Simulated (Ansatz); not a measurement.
`[SiH3][SiH2][CH2][SnH2][SnH2][GaH2]`, 19 atoms. Charge 0, multiplicity 1. Correlated methods include outer-core shells of Ga, Sn, which these sets cover unevenly. Scalar relativity is left out up to krypton. Sn takes the def2 core potential. Hardware: A = 4 threads of an AMD EPYC 7R13 on a shared host and a share of an NVIDIA H100 80 GB; B = 4 threads of an AMD EPYC 7R13 on a shared host. Correlated methods freeze the cores.

Task: Give the basis size and wall time and peak host memory of each of these runs in Ansatz. RKS HSE06 (plane-wave form)-D4/def2-TZVPP energy [A]; RHF-CCSD(T)/def2-SVP energy [A]; RKS PBE0-D4/def2-QZVPP energy [A]; RHF-MP2/def2-QZVPP energy [A]; RHF-CCSD(T)/def2-TZVPP energy [A]; RKS BLYP-D4/def2-TZVPP energy [A]; RKS SPW92 (LDA)/def2-TZVPP energy [A]; direct RPA on PBE orbitals/def2-TZVPP energy [A]; RKS B2PLYP (frozen core)/def2-TZVPP energy [A]; RKS ωB97M-V/def2-QZVPP energy [A]; RKS ωB97M-V/def2-SVP energy [B]; RKS PBE0-D4/def2-SVP energy [B]. (An estimate is asked.)

Result: Computed: Other jobs shared the machine, so times are rough.

| level | job | functions | wall time | peak host memory (GiB) |
| --- | --- | --- | --- | --- |
| RKS HSE06 (plane-wave form)-D4/def2-TZVPP | energy [A] | 445 | 4.5 s | 1.2 |
| RKS PBE0-D4/def2-SVP | energy [B] | 199 | 5.5 s | 1.2 |
| RKS PBE0-D4/def2-QZVPP | energy [A] | 840 | 6.5 s | 1.4 |
| RKS BLYP-D4/def2-TZVPP | energy [A] | 445 | 6.5 s | 0.96 |
| direct RPA on PBE orbitals/def2-TZVPP | energy [A] | 445 | 7 s | 2.3 |
| RHF-CCSD(T)/def2-SVP | energy [A] | 199 | 7 s | 1.2 |
| RKS B2PLYP (frozen core)/def2-TZVPP | energy [A] | 445 | 7 s | 2.3 |
| RKS SPW92 (LDA)/def2-TZVPP | energy [A] | 445 | 9 s | 0.95 |
| RKS ωB97M-V/def2-QZVPP | energy [A] | 840 | 14 s | 1.6 |
| RKS ωB97M-V/def2-SVP | energy [B] | 199 | 17 s | 1.2 |
| RHF-MP2/def2-QZVPP | energy [A] | 840 | 20 s | 1.5 |
| RHF-CCSD(T)/def2-TZVPP | energy [A] | 445 | 47 s | 1.2 |
